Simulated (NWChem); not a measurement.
# CH₆F₂Si₂; SMILES C[Si](F)(F)[SiH3]

```xyz
11

C     -1.5612    -1.3548     0.0004
Si     0.0425    -0.4265     0.0002
F      0.9094    -0.8833     1.2960
F      0.9089    -0.8829    -1.2961
Si    -0.0887     1.9114     0.0006
H     -2.1570    -1.1092    -0.8921
H     -1.3693    -2.4395     0.0001
H     -2.1565    -1.1097     0.8935
H      1.2816     2.5041     0.0014
H     -0.8281     2.3734     1.2152
H     -0.8270     2.3739    -1.2144
```
Atoms are numbered in this order, from 1.

Computed with NWChem. Pople sets run with spherical d functions. The geometry was optimised at PBE0/def2-SVP. B3LYP is NWChem's, with the RPA form of VWN correlation. Atomic charges in e: unrestrained fits to the electrostatic potential beside Mulliken populations; buried atoms are poorly determined by the fit.

For level B3LYP/def2-SVP:

Mulliken C1: -0.27
ESP Si2: 0.86
Mulliken Si2: 0.80
Mulliken F3: -0.34
Mulliken F4: -0.34
Mulliken Si5: 0.16

Question: Estimate the same quantities for level Hartree-Fock/6-31G*.

Answer: 
| Property | Value |
|---|---|
| Mulliken C1 | -0.84 |
| ESP Si2 | 0.99 |
| Mulliken Si2 | 1.38 |
| Mulliken F3 | -0.53 |
| Mulliken F4 | -0.53 |
| Mulliken Si5 | 0.29 |
